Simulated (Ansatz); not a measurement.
Start from `C=CNCC` and change one atom or group to get `C=CN[SiH2]Cl`.

Ansatz, PBE0-D4/def2-TZVP geometries, multiplicity 1. Each molecule was computed in one conformer, which needn't be the lowest.

| property | `C=CNCC` |
| --- | --- |
| size of the dipole moment (B3LYP/def2-TZVPP) / D | 1.67 |
| HOMO energy (ωB97M-V/def2-TZVPP) / eV | -7.92 |
| HOMO energy (B3LYP/def2-TZVPP) / eV | -5.51 |
| HOMO–LUMO gap (B3LYP/def2-TZVPP) / eV | 6.30 |
| HOMO–LUMO gap (PBE0/def2-TZVPP) / eV | 6.75 |
| HOMO energy (PBE0/def2-TZVPP) / eV | -5.71 |

(1) Give the same properties after the change, and the shifts. (Estimate.)

Results:

(1) The calculation gave: 
```
                                        property  `C=CN[SiH2]Cl`  shift
size of the dipole moment (B3LYP/def2-TZVPP) / D            1.39  -0.28
           HOMO energy (ωB97M-V/def2-TZVPP) / eV           -8.70  -0.78
             HOMO energy (B3LYP/def2-TZVPP) / eV           -6.29  -0.78
           HOMO–LUMO gap (B3LYP/def2-TZVPP) / eV            6.33   0.03
            HOMO–LUMO gap (PBE0/def2-TZVPP) / eV            6.77   0.02
              HOMO energy (PBE0/def2-TZVPP) / eV           -6.51  -0.80
```

Dipoles are sizes alone; their direction can turn.

B3LYP here is the variant with VWN-RPA as its local correlation; programs differ in this.
